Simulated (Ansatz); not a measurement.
Basis-set extrapolation for `CN([SiH2]O)[SiH2]Cl` (PBE0-D4/def2-TZVP geometry, frozen core, Ansatz 0.2.0). Multiplicity 1, RHF reference.

```tsv
	def2-TZVPP	def2-QZVPP
HF	-1209.468447	-1209.508463
MP2 correlation	-1.060868	-1.145468
CCSD(T) correlation	-1.165709	not run
```

Energies in hartree. Use E(X) = E(∞) + A·exp(−7.88·√X) for Hartree–Fock and E(X) = E(∞) + B·X^(−2.97) for correlation, with X = 3 and 4, and add CCSD(T) minus MP2 of the smaller set to the MP2 limit.

Question: What is the CCSD(T) energy at the basis-set limit?

Answer: HF limit: -1209.508463 + (-0.040016) × 0.13774 = -1209.51397. MP2 limit: -1.145468 + (-0.084600) × 0.74074 = -1.20813. Higher-order term: -1.165709 − (-1.060868) = -0.10484. Total: -1210.82694 hartree, 5.25 eV below CCSD(T)/def2-TZVPP.
